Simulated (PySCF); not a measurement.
Computed spin Hamiltonian

Compound: C5H9O2 (doublet state).
Z-matrix (Å and degrees, GFN2-xTB geometry), rows numbered from 1:
```
C 
O   1  1.4041
C   2  1.4037  1  115.70
C   3  1.5245  2  107.70  1  -170.43
O   4  1.4038  3  111.25  2   -67.33
C   3  1.4638  2  123.07  1   -22.75
C   6  1.4666  3   63.03  2   108.18
H   1  1.0969  2  110.16  3    42.72
H   1  1.0957  2  111.78  3   -78.42
H   1  1.0887  2  106.47  3   162.46
H   4  1.0915  3  110.30  2   174.83
H   4  1.0996  3  108.76  2    55.09
H   5  0.9648  4  107.51  3    53.10
H   6  1.0708  3  129.46  7   119.41
H   7  1.0815  3  115.87  6   109.48
H   7  1.0848  3  120.50  6  -109.07
```

The hyperfine couplings belong to this conformer and change with its torsions.

Identity: `CO[C@@]1(CO)[CH]C1` [radical].

Computed, not measured: UKS B3LYP, pcH-1 on C H O, non-relativistic, mean-field spin-orbit, GIAO in PySCF. Isolated species at its GFN2-xTB geometry (one conformer only). The geometry wasn't refined by DFT: couplings that depend on bond lengths, twists or pyramidal angles can differ widely from those at the functional's own minimum. Stability of the SCF solution: not tested.

| Property | Result |
| --- | --- |
| g1, g2, g3 | 2.00205, 2.00311, 2.00345 |
| g_iso | 2.00287 |
| Form of g | rhombic: the two nearest values differ by 25 % of g3 − g1 |
| ⟨S²⟩ | 0.7534 (exact 0.7500) |
| α and β electrons | 28, 27 |
| HOMO–LUMO gap, α and β orbitals | 7.52, 4.32 eV |
| Total energy | -346.28594 Eh |
| Basis functions | 265 |

Isotropic coupling and dipolar principal values T1 to T3, in MHz; ρ(0) is the spin density at the nucleus:

```tsv
atom	isotope	a_iso	T1	T2	T3	Mulliken spin population	ρ(0) (bohr⁻³)
C1	13C	5.6	-2.9	-1.0	3.9	0.01	0.0050
O2	17O	-16.3	-11.4	4.9	6.5	0.02	0.0269
C3	13C	-17.3	-6.5	-3.7	10.2	0.00	-0.0154
C4	13C	14.3	-2.0	-1.9	3.9	0.01	0.0127
O5	17O	-5.3	-8.0	3.7	4.2	0.02	0.0088
C6	13C	261.2	-73.2	-69.9	143.1	0.93	0.2323
C7	13C	-23.4	-5.4	0.0	5.4	-0.04	-0.0208
H8	1H	4.6	-8.8	-4.3	13.0	0.00	0.0010
H9	1H	1.9	-2.7	-1.4	4.2	0.00	0.0004
H10	1H	-1.5	-2.3	-1.4	3.7	0.00	-0.0003
H11	1H	1.4	-4.0	-2.0	6.0	0.00	0.0003
H12	1H	-0.7	-2.3	-1.7	4.0	0.00	-0.0002
H13	1H	-1.6	-2.9	-0.1	3.0	0.00	-0.0004
H14	1H	-18.5	-32.8	-3.9	36.7	-0.02	-0.0041
H15	1H	105.8	-6.5	-3.9	10.4	0.04	0.0237
H16	1H	56.5	-5.3	-2.2	7.5	0.02	0.0126
```

The largest Mulliken spin population is on C6 (+0.93). The angles at C6 add up to 321.3°, so it is pyramidal.

Under fast tumbling the dipolar parts average out, and these isotropic splittings remain: 1 × 1H (H15, I = 1/2, 2 lines) with 3.78 mT, 1 × 1H (H16, I = 1/2, 2 lines) with 2.02 mT, 1 × 1H (H14, I = 1/2, 2 lines) with 0.66 mT, 3 × 1H (H8/H9/H10, I = 1/2, 4 lines) with 0.06 mT, 1 × 1H (H13, I = 1/2, 2 lines) with 0.06 mT and 1 × 1H (H11, I = 1/2, 2 lines) with 0.05 mT.

Means are taken over nuclei equivalent by connectivity, which assumes that they swap fast. The three 1H nuclei of mean +1.7 MHz run from -1.5 to 4.6 MHz in the frozen geometry.

The 17O coupling of O2 (-16.3 MHz) shows only in satellite lines or after enrichment, since that isotope makes up about 0.038 % of natural oxygen.

The 13C coupling of C6 (261.2 MHz) shows only in satellite lines or after enrichment, since that isotope makes up about 1.07 % of natural carbon.

The spin density at the nucleus, in bohr⁻³, is negative for C7 (-0.0208), C3 (-0.0154) and H14 (-0.0041), for instance. A restricted open-shell determinant has no negative spin density anywhere; here it arises because α and β orbitals differ (spin polarisation).

The run took 58 s (grids of density and orbitals included) on one thread of an Arm Neoverse V1, shared host with 64 logical CPUs at a one-minute load of 51, and the process peaked at 0.97 GiB of memory.
